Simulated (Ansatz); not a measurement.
A single point on C6H14S2 (`CCCSSCCC`).

```yaml
crystal:
  periodic: [false, false, false]
  atoms:
    - {symbol: C, position_ang: [-1.409643, 0.920287, 3.371362]}
    - {symbol: C, position_ang: [-0.596867, 1.588983, 2.278142]}
    - {symbol: C, position_ang: [0.543956, 0.736437, 1.756395]}
    - {symbol: S, position_ang: [0.034272, -0.789643, 0.909715]}
    - {symbol: S, position_ang: [-0.950897, -0.113215, -0.730439]}
    - {symbol: C, position_ang: [0.380275, 0.173053, -1.935372]}
    - {symbol: C, position_ang: [1.119347, -1.074891, -2.379275]}
    - {symbol: C, position_ang: [0.254586, -2.056843, -3.147984]}
    - {symbol: H, position_ang: [-2.219080, 1.569531, 3.711426]}
    - {symbol: H, position_ang: [-1.853004, -0.011990, 3.015035]}
    - {symbol: H, position_ang: [-0.785621, 0.683035, 4.238061]}
    - {symbol: H, position_ang: [-0.170384, 2.527532, 2.650686]}
    - {symbol: H, position_ang: [-1.242489, 1.858666, 1.436262]}
    - {symbol: H, position_ang: [1.173084, 0.373987, 2.577510]}
    - {symbol: H, position_ang: [1.187937, 1.302984, 1.080397]}
    - {symbol: H, position_ang: [-0.136668, 0.646201, -2.778157]}
    - {symbol: H, position_ang: [1.064934, 0.914352, -1.517732]}
    - {symbol: H, position_ang: [1.967360, -0.759759, -2.998262]}
    - {symbol: H, position_ang: [1.547977, -1.557726, -1.495283]}
    - {symbol: H, position_ang: [-0.145057, -1.601695, -4.058988]}
    - {symbol: H, position_ang: [0.827559, -2.939235, -3.440259]}
    - {symbol: H, position_ang: [-0.591558, -2.390053, -2.543260]}
basis:
  gaussian: {orbitals: def2-QZVPP}
correlation: {method: mp2}
```

```sh
$ ansatz run in.yaml --threads 4 --pin off --events-out ev --progress --plain --max-ram 41984MiB --backend cuda --devices 0, --max-vram 37GiB
```

Output, abridged:

```
Functional definition: HF
5321 factors; integrals over basis functions are off by at most 6.6e-4 eV
mean field evaluation 1: about -28035.9052 eV, gradient 5.0e1 eV
mean field evaluation 2: about -28036.2440 eV, gradient 5.0e1 eV
mean field evaluation 4: about -28043.2254 eV, gradient 5.5e0 eV
mean field evaluation 8: about -28043.3489 eV, gradient 3.5e-1 eV
mean field -28043.34955833 eV, -1030.5740878036 hartree, gradient 7.5e-6 eV, S^2 0.000000; 0 other end points of the search recorded, 0 dependent functions left out
16 core orbitals not correlated: weight in the atoms' cores, before any rotation towards them, 1.000 or more for the frozen orbitals, at most 0.000 for the correlated occupied ones
reference -28043.34955833 eV, -1030.5740878036 hartree; 25, 25 occupied and 861, 861 virtual orbitals, 5321 factors
second order -41.11155594 eV of doubles, -0.00000000 eV of singles
Total energy: -28084.46111427 eV, -1032.0849096180 hartree
```

Hardware: 4 threads of an AMD EPYC 7R13 on a shared host and a share of an NVIDIA H100 80 GB. Wall time 7 s, peak host memory 1.6 GiB.
